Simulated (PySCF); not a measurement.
3-chloro-1H-silole (C4H5ClSi), SMILES ClC1=C[SiH2]C=C1.

Geometry optimised at PBE-D3(BJ)/def2-SVP.

Method: PBE-D3(BJ)/def2-SVP in PySCF.

Frequencies are harmonic and unscaled.

```
mode  ν (cm⁻¹)  IR (km/mol)  moving atoms (share of kinetic energy)
----  --------  -----------  --------------------------------------
1          144          0.1         C 53 %, H 23 %, Cl 15 %, Si 9 %
2          262          0.0                          C 54 %, H 45 %
3          286          0.3                 C 55 %, Cl 27 %, H 11 %
4          377         15.3                 Cl 51 %, Si 37 %, C 9 %
5          493          1.3                          H 53 %, C 43 %
6          516          2.3                         C 55 %, Si 32 %
7          557         27.2                 H 64 %, C 19 %, Si 16 %
8          640          8.8                          H 65 %, C 34 %
9          675          6.7                          H 68 %, C 29 %
10         716         15.0                 C 54 %, H 23 %, Si 16 %
11         718         12.2                          H 77 %, C 23 %
12         754          1.4                 C 63 %, H 24 %, Si 11 %
13         780         67.4                          H 65 %, C 33 %
14         860        110.8                 C 53 %, H 36 %, Si 10 %
15         900        112.9                                  H 95 %
16         954          0.1                          H 77 %, C 23 %
17         986         12.3                          C 51 %, H 45 %
18        1058          6.1                          H 87 %, C 13 %
19        1151         54.7                          H 54 %, C 45 %
20        1285         39.2                          H 50 %, C 49 %
21        1521         43.8                                  C 98 %
22        1571         25.7                                  C 94 %
23        2160         85.7                                  H 96 %
24        2160         92.5                                  H 98 %
25        3106          4.7                           H 92 %, C 8 %
26        3152          0.6                           H 91 %, C 9 %
27        3171          1.8                           H 91 %, C 9 %
```
